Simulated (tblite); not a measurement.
A geometry optimisation, step by step.

Species: C4H7AsGe.
SMILES with atom numbers: `[CH:1]#[C:2][C@@H:3]1[GeH2:4][CH2:5][AsH:6]1` (hydrogens: H7 on C1; H8 on C3; H9, H10 on Ge4; H11, H12 on C5; H13 on As6)

Computed with GFN2-xTB (tblite), gas phase: L-BFGS steps from a force-field or distance-geometry start until the largest atomic force falls under 0.01 eV/Å. 12 of its 79 geometries are shown.

Step 0: E = -442.5634 eV, largest atomic force 4.095 eV/Å
```
atom  x, y, z in Å  |  force x, y, z in eV/Å
C1      2.561    0.322    1.471   -0.685  -0.073  -0.785
C2      1.779    0.211    0.545    1.520   0.322   0.946
C3      0.859    0.038   -0.544    0.573   0.584   1.230
Ge4    -0.810    1.039   -0.385   -0.394   1.469   0.463
C5     -1.834   -0.599   -0.602   -1.524   0.614   0.409
As6    -0.191   -1.604   -0.303    0.565  -3.345  -2.293
H7      3.242    0.437    2.289   -0.532  -0.088  -0.581
H8      1.305    0.117   -1.547    0.089  -0.288   0.353
H9     -0.888    2.064   -1.500   -0.229   0.249  -0.058
H10    -1.070    1.680    0.997    0.206  -0.074  -0.383
H11    -2.247   -0.645   -1.645    0.379  -0.563   0.858
H12    -2.653   -0.742    0.135    0.343   0.005  -0.590
H13    -0.058   -2.317    1.070   -0.311   1.187   0.429
```

Step 7: E = -443.4345 eV, largest atomic force 0.480 eV/Å
```
atom  x, y, z in Å  |  force x, y, z in eV/Å
C1      2.566    0.325    1.479    0.016  -0.029   0.004
C2      1.836    0.200    0.531   -0.135  -0.327   0.313
C3      0.837   -0.024   -0.472    0.445   0.148   0.102
Ge4    -0.811    1.088   -0.367   -0.092  -0.012   0.125
C5     -1.808   -0.613   -0.572   -0.328   0.031  -0.168
As6    -0.183   -1.800   -0.496    0.081   0.143   0.171
H7      3.240    0.441    2.283   -0.120   0.037  -0.241
H8      1.310    0.095   -1.448    0.043  -0.048  -0.234
H9     -0.941    2.123   -1.493   -0.069  -0.072   0.193
H10    -1.048    1.730    0.990    0.059   0.048  -0.170
H11    -2.235   -0.714   -1.572   -0.008  -0.009  -0.095
H12    -2.640   -0.771    0.115    0.233  -0.182   0.119
H13    -0.126   -2.079    1.004   -0.125   0.271  -0.119
```

Step 14: E = -443.5214 eV, largest atomic force 0.182 eV/Å
```
atom  x, y, z in Å  |  force x, y, z in eV/Å
C1      2.571    0.311    1.487    0.013  -0.038   0.011
C2      1.816    0.116    0.573    0.005   0.084  -0.058
C3      0.859   -0.028   -0.483    0.164  -0.028   0.075
Ge4    -0.810    1.068   -0.355   -0.043   0.023   0.031
C5     -1.819   -0.623   -0.604   -0.018  -0.048  -0.045
As6    -0.174   -1.783   -0.518   -0.026  -0.015   0.144
H7      3.254    0.459    2.275   -0.111  -0.050  -0.122
H8      1.344    0.089   -1.458    0.070   0.059   0.027
H9     -0.981    2.120   -1.437   -0.022   0.012  -0.053
H10    -1.028    1.766    0.968    0.024  -0.059   0.014
H11    -2.267   -0.725   -1.594   -0.081   0.072   0.041
H12    -2.582   -0.845    0.142    0.058  -0.054  -0.071
H13    -0.188   -1.926    0.987   -0.033   0.042   0.004
```

Step 21: E = -443.5329 eV, largest atomic force 0.072 eV/Å
```
atom  x, y, z in Å  |  force x, y, z in eV/Å
C1      2.571    0.295    1.485    0.032   0.006   0.036
C2      1.818    0.130    0.567   -0.003   0.004  -0.039
C3      0.871   -0.025   -0.488   -0.046   0.024  -0.020
Ge4    -0.809    1.061   -0.358   -0.046   0.040  -0.027
C5     -1.819   -0.629   -0.616    0.026  -0.033  -0.004
As6    -0.166   -1.782   -0.499   -0.059   0.029  -0.029
H7      3.250    0.446    2.269    0.026  -0.023   0.040
H8      1.369    0.102   -1.455    0.004  -0.005  -0.028
H9     -0.998    2.117   -1.443   -0.004  -0.038   0.025
H10    -1.016    1.745    0.975    0.014  -0.035   0.004
H11    -2.293   -0.707   -1.597    0.037  -0.019   0.029
H12    -2.566   -0.878    0.137    0.017   0.024  -0.035
H13    -0.218   -1.874    1.004    0.001   0.027   0.048
```

Step 28: E = -443.5363 eV, largest atomic force 0.071 eV/Å
```
atom  x, y, z in Å  |  force x, y, z in eV/Å
C1      2.574    0.288    1.484    0.004  -0.005   0.007
C2      1.823    0.143    0.560   -0.014  -0.003  -0.031
C3      0.873   -0.010   -0.494   -0.050  -0.044  -0.024
Ge4    -0.817    1.061   -0.362    0.050   0.030  -0.021
C5     -1.815   -0.629   -0.619   -0.016  -0.025  -0.013
As6    -0.167   -1.771   -0.483    0.055  -0.007  -0.006
H7      3.251    0.419    2.275    0.017  -0.008   0.016
H8      1.366    0.102   -1.465   -0.001   0.013   0.002
H9     -1.015    2.111   -1.446   -0.015   0.019   0.018
H10    -1.005    1.715    0.984   -0.018   0.020   0.023
H11    -2.280   -0.718   -1.601    0.004  -0.006  -0.024
H12    -2.565   -0.877    0.129   -0.033   0.009   0.001
H13    -0.227   -1.833    1.021    0.016   0.010   0.053
```

Step 35: E = -443.5396 eV, largest atomic force 0.055 eV/Å
```
atom  x, y, z in Å  |  force x, y, z in eV/Å
C1      2.573    0.275    1.478   -0.008  -0.020  -0.021
C2      1.827    0.147    0.547    0.018   0.009  -0.010
C3      0.872   -0.007   -0.504   -0.023   0.041   0.005
Ge4    -0.820    1.064   -0.365    0.013  -0.039   0.008
C5     -1.809   -0.638   -0.628   -0.009   0.053   0.013
As6    -0.155   -1.768   -0.449   -0.017  -0.021   0.045
H7      3.249    0.382    2.273   -0.001   0.011  -0.008
H8      1.357    0.107   -1.481   -0.002  -0.025   0.028
H9     -1.043    2.128   -1.431    0.007   0.018   0.013
H10    -1.007    1.699    0.994   -0.013  -0.003  -0.025
H11    -2.253   -0.740   -1.620    0.029   0.005  -0.003
H12    -2.579   -0.866    0.106    0.000  -0.038  -0.008
H13    -0.216   -1.781    1.063    0.005   0.010  -0.039
```

Step 43: E = -443.5412 eV, largest atomic force 0.030 eV/Å
```
atom  x, y, z in Å  |  force x, y, z in eV/Å
C1      2.575    0.259    1.472    0.005   0.010  -0.007
C2      1.830    0.154    0.536    0.003  -0.007   0.007
C3      0.869   -0.003   -0.507   -0.009   0.016  -0.003
Ge4    -0.823    1.064   -0.365    0.000  -0.017   0.014
C5     -1.807   -0.638   -0.630    0.004   0.008  -0.006
As6    -0.155   -1.765   -0.424    0.004  -0.023   0.019
H7      3.250    0.367    2.266    0.016   0.007   0.001
H8      1.350    0.098   -1.486   -0.008  -0.005  -0.003
H9     -1.052    2.143   -1.415    0.007   0.003  -0.011
H10    -1.016    1.690    0.994   -0.004   0.004   0.021
H11    -2.224   -0.746   -1.632   -0.001   0.002  -0.003
H12    -2.591   -0.876    0.087   -0.002   0.000  -0.016
H13    -0.210   -1.746    1.085   -0.014   0.002  -0.013
```

Step 50: E = -443.5425 eV, largest atomic force 0.073 eV/Å
```
atom  x, y, z in Å  |  force x, y, z in eV/Å
C1      2.590    0.262    1.460    0.002   0.008  -0.005
C2      1.836    0.154    0.532    0.012   0.008   0.014
C3      0.862   -0.003   -0.501    0.041  -0.031   0.024
Ge4    -0.828    1.066   -0.351   -0.013  -0.070   0.017
C5     -1.804   -0.641   -0.640   -0.013   0.014  -0.004
As6    -0.155   -1.769   -0.400   -0.023   0.035  -0.033
H7      3.271    0.370    2.251   -0.002   0.004  -0.028
H8      1.332    0.085   -1.486   -0.013   0.027   0.015
H9     -1.044    2.146   -1.401   -0.006   0.017  -0.004
H10    -1.031    1.684    1.014    0.008  -0.022  -0.031
H11    -2.199   -0.743   -1.652    0.018   0.001  -0.006
H12    -2.605   -0.889    0.054    0.004   0.016   0.000
H13    -0.230   -1.719    1.104   -0.014  -0.008   0.040
```

Step 57: E = -443.5457 eV, largest atomic force 0.081 eV/Å
```
atom  x, y, z in Å  |  force x, y, z in eV/Å
C1      2.635    0.277    1.431    0.004  -0.009  -0.007
C2      1.857    0.155    0.524   -0.011  -0.010   0.023
C3      0.851   -0.015   -0.473    0.005  -0.001   0.012
Ge4    -0.838    1.049   -0.321   -0.002   0.078  -0.023
C5     -1.805   -0.646   -0.670    0.025  -0.020   0.003
As6    -0.174   -1.775   -0.342    0.021   0.017   0.009
H7      3.338    0.387    2.201    0.006   0.016  -0.024
H8      1.282    0.073   -1.477    0.032  -0.024   0.009
H9     -1.024    2.154   -1.357   -0.015  -0.010   0.027
H10    -1.065    1.647    1.047   -0.001  -0.031  -0.006
H11    -2.122   -0.737   -1.709   -0.027  -0.014  -0.004
H12    -2.648   -0.901   -0.033   -0.025   0.018  -0.009
H13    -0.292   -1.668    1.161   -0.011  -0.010  -0.011
```

Step 64: E = -443.5493 eV, largest atomic force 0.036 eV/Å
```
atom  x, y, z in Å  |  force x, y, z in eV/Å
C1      2.685    0.284    1.405    0.011   0.030   0.007
C2      1.864    0.152    0.539   -0.023   0.012  -0.014
C3      0.844   -0.026   -0.442   -0.013  -0.009  -0.001
Ge4    -0.846    1.044   -0.310    0.001   0.003  -0.020
C5     -1.806   -0.646   -0.701   -0.004  -0.008  -0.015
As6    -0.192   -1.774   -0.296   -0.012  -0.027   0.009
H7      3.418    0.429    2.140    0.009  -0.015   0.014
H8      1.276    0.044   -1.447   -0.008  -0.019  -0.003
H9     -1.027    2.179   -1.312    0.001   0.010   0.013
H10    -1.095    1.588    1.075   -0.007  -0.004   0.004
H11    -2.073   -0.747   -1.755    0.007   0.021  -0.010
H12    -2.688   -0.890   -0.113    0.030   0.004   0.019
H13    -0.364   -1.636    1.200    0.008   0.002  -0.002
```

Step 71: E = -443.5501 eV, largest atomic force 0.017 eV/Å
```
atom  x, y, z in Å  |  force x, y, z in eV/Å
C1      2.700    0.297    1.392    0.002   0.005   0.008
C2      1.865    0.156    0.542    0.001  -0.004  -0.016
C3      0.839   -0.032   -0.431   -0.002   0.003  -0.005
Ge4    -0.849    1.042   -0.306    0.008  -0.005  -0.001
C5     -1.802   -0.647   -0.715   -0.002   0.003   0.001
As6    -0.200   -1.778   -0.275    0.000  -0.003  -0.003
H7      3.443    0.433    2.119   -0.001   0.004   0.006
H8      1.265    0.024   -1.440    0.000  -0.002  -0.006
H9     -1.026    2.192   -1.290    0.004   0.010   0.001
H10    -1.110    1.566    1.084   -0.003  -0.003   0.004
H11    -2.050   -0.745   -1.774    0.000  -0.005   0.004
H12    -2.693   -0.889   -0.139    0.001  -0.001   0.001
H13    -0.386   -1.619    1.216   -0.007  -0.002   0.004
```

Step 78: E = -443.5503 eV, largest atomic force 0.008 eV/Å
```
atom  x, y, z in Å  |  force x, y, z in eV/Å
C1      2.699    0.301    1.391   -0.001  -0.005  -0.004
C2      1.869    0.155    0.537   -0.002   0.004   0.002
C3      0.840   -0.033   -0.433   -0.002  -0.001  -0.001
Ge4    -0.847    1.042   -0.307    0.000  -0.006   0.003
C5     -1.801   -0.647   -0.716    0.002   0.002  -0.002
As6    -0.201   -1.778   -0.272    0.000  -0.004   0.000
H7      3.442    0.435    2.120   -0.004   0.007   0.002
H8      1.264    0.020   -1.443   -0.002  -0.001   0.000
H9     -1.023    2.199   -1.284    0.004  -0.001   0.001
H10    -1.113    1.560    1.085    0.005  -0.002   0.002
H11    -2.048   -0.747   -1.774   -0.002   0.000  -0.004
H12    -2.693   -0.888   -0.141   -0.001   0.004   0.002
H13    -0.392   -1.618    1.219    0.003   0.003   0.000
```

**Question.** Summarise the path.

**Answer.** The energy falls by 95.22 kJ/mol from step 0 to step 78; nine tenths of that is first reached at step 8. It falls at every step. The largest force goes from 4.095 to 0.008 eV/Å. Among the bonds C3–As6 changes most, from 1.963 to 2.038 Å; the atoms move by 0.290 Å rms after alignment.

The cost below is that of the whole relaxation. On Arm Neoverse N1, one thread, shared host, this took 0.8 s wall.
